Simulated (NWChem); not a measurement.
# Atomisation of HF2GaS

```xyz
5

Ga    -0.2004    -0.2365     0.0000
F      0.1903    -1.9487     0.0000
F     -1.9162     0.1553     0.0000
S      1.3356     1.3235     0.0000
H      0.3766     2.2947     0.0000
```
Charge 0, spin multiplicity 1.

Program: NWChem. The geometry was optimised at PBE/def2-SVP, a minimum by its harmonic frequencies. It is one conformer; others weren't searched.

Basis set: def2-TZVP. The atomisation energy is electronic alone: no zero-point, thermal, spin-orbit or counterpoise terms. No value is extrapolated to the basis-set limit. Free atoms are single determinants with multiplicities Ga 2, F 2, S 3, H 2.

The Hamiltonian is non-relativistic. B3LYP has NWChem's definition, with VWN1-RPA local correlation. The structure started from a generated list of species. The stability of the SCF solutions was not checked. Open-shell Hartree-Fock references start from PBE0 orbitals.

**Question.** Order these methods by the atomisation energy they give, lowest first: LDA (SVWN5), HF, PBE0, BHandHLYP, B3LYP, PBE.

**Answer.** HF (266.2 kcal/mol), BHandHLYP (355.8 kcal/mol), B3LYP (372.3 kcal/mol), PBE0 (376.7 kcal/mol), PBE (390.0 kcal/mol), LDA (SVWN5) (451.1 kcal/mol)
